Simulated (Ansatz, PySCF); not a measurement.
This Ansatz (a first-principles code) input computes a CCSD(T)/cc-pVDZ energy:

Ansatz 0.2 input:
```yaml
crystal:
  periodic: [false, false, false]
  atoms:
    - {symbol: N, position_ang: [-1.11030711, 0.16665959, -0.15104767]}
    - {symbol: C, position_ang: [0.45712151, 0.32590879, -0.04544197]}
    - {symbol: O, position_ang: [1.08125206, -0.60514346, 0.26790685]}
    - {symbol: H, position_ang: [-1.35273715, -0.80107113, 0.08990419]}
    - {symbol: H, position_ang: [-1.59255276, 0.80418571, 0.49305279]}
    - {symbol: H, position_ang: [0.76560723, 1.34681413, -0.29461894]}
    - {symbol: H, position_ang: [-1.44091304, 0.36914904, -1.10160728]}
basis:
  gaussian:
    orbitals: cc-pVDZ
total_charge: 1
magnetization: {spin_polarized: false}
correlation: {method: ccsd_t, electrons: outside_noble_gas}
```

**Question.** Write an input for the same energy in PySCF and say what it gives.

**Answer.** 
```python
from pyscf import gto, scf, mp, cc as ccmod

mol = gto.M(
    atom='''
    N    -1.11030711    0.16665959   -0.15104767
    C     0.45712151    0.32590879   -0.04544197
    O     1.08125206   -0.60514346    0.26790685
    H    -1.35273715   -0.80107113    0.08990419
    H    -1.59255276    0.80418571    0.49305279
    H     0.76560723    1.34681413   -0.29461894
    H    -1.44091304    0.36914904   -1.10160728
    ''',
    basis='cc-pvdz',
    charge=1,
    spin=0,
    verbose=4,
)

mf = scf.RHF(mol)
mf.conv_tol = 1e-10
mf.max_cycle = 100
mf.kernel()
mp2 = mp.MP2(mf, frozen=3).run()
cc = ccmod.CCSD(mf, frozen=3)
cc.max_cycle = 100
cc.kernel()
et = cc.ccsd_t()
print(f'E(CCSD(T)) = {cc.e_tot + et:.9f}')
```
It gives -169.78112 Eh, and Ansatz -169.78112 Eh, a difference of 0.00 mEh.

It need not be the lowest isomer of its formula.
